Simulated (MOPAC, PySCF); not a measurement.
Stepwise substitution at one centre (Al NH2-SiH3). All species are isolated molecules in the gas phase. Strings in code marks are SMILES.

Quantity: vertical ionisation energy (energy after one electron is removed minus that of the parent at the parent's geometry), in eV.

Level 1: PBE-D3(BJ)/def2-TZVP // B3LYP-D3(BJ)/def2-TZVP (PySCF)
Level 2: minus the HOMO energy of HF/3-21G // B3LYP-D3(BJ)/def2-TZVP (PySCF)
Level 3: minus the HOMO energy of PM3 // B3LYP-D3(BJ)/def2-TZVP (MOPAC)
Level 4: minus the HOMO energy of PM6 // B3LYP-D3(BJ)/def2-TZVP (MOPAC)

```
species                    level 1  level 2  level 3  level 4
-------------------------  -------  -------  -------  -------
`[NH2][Al]([SiH3])[SiH3]`     8.63     9.45     8.92     9.18
```
